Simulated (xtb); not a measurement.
xtb input (GFN2-xTB):

```bash
xtb mol.xyz --gfn 2 --ohess tight --chrg -1 --uhf 0
```
mol.xyz:
```
8

Si     1.16212321     0.42991415     0.50515196
Cl     1.11199686     2.39668924     0.65218188
Cl     2.41806020    -0.21241738    -0.91399531
O     -0.34979230    -0.12390428     0.10484758
Si    -1.84322298    -0.29040994    -0.54515056
H      1.41869264    -0.16394977     1.81725601
H     -2.35472853    -1.39501798     0.30835499
H     -1.66393813    -0.66685291    -1.96173110
```

End of the output:

```
       5    189.29    -0.66629 ( 99.52%)    -0.66211 (  0.48%)    -0.66627
       6    223.45    -0.57571 ( 99.75%)    -0.61297 (  0.25%)    -0.57581
   ------------------------------------------------------------------------

   temp. (K)  partition function   enthalpy   heat capacity  entropy
                                   cal/mol     cal/K/mol   cal/K/mol   J/K/mol
 298.15  VIB   582.                 3487.005     18.756     22.554
         ROT  0.533E+06              888.752      2.981     29.185
         INT  0.310E+09             4375.757     21.737     51.739
         TR   0.171E+28             1481.254      4.968     40.830
Note: The following floating-point exceptions are signalling: IEEE_UNDERFLOW_FLAG IEEE_DENORMAL
normal termination of xtb
         TOT                        5857.0114    26.7049    92.5685   387.3067

       T/K    H(0)-H(T)+PV         H(T)/Eh          T*S/Eh         G(T)/Eh
   ------------------------------------------------------------------------
    298.15    0.933374E-02    0.389482E-01    0.439823E-01   -0.503415E-02
   ------------------------------------------------------------------------

         :::::::::::::::::::::::::::::::::::::::::::::::::::::
         ::                  THERMODYNAMIC                  ::
         :::::::::::::::::::::::::::::::::::::::::::::::::::::
         :: total free energy         -18.511823599702 Eh   ::
         ::.................................................::
         :: total energy              -18.506789453107 Eh   ::
         :: zero point energy           0.029614408858 Eh   ::
         :: G(RRHO) w/o ZPVE           -0.034648555453 Eh   ::
         :: G(RRHO) contrib.           -0.005034146595 Eh   ::
         :::::::::::::::::::::::::::::::::::::::::::::::::::::

optimized geometry written to: xtbopt.xyz

           -------------------------------------------------
          | TOTAL ENERGY              -18.506789453107 Eh   |
          | TOTAL ENTHALPY            -18.467841302511 Eh   |
          | TOTAL FREE ENERGY         -18.511823599702 Eh   |
          | GRADIENT NORM               0.000096609467 Eh/α |
          | HOMO-LUMO GAP               2.738791358823 eV   |
           -------------------------------------------------

------------------------------------------------------------------------
------------------------------------------------------------------------
 total:
 SCF:
 ANC optimizer:
 analytical hessian:
```

It need not be the lowest isomer of its formula. Whether it binds its extra electron was not tested at this geometry.
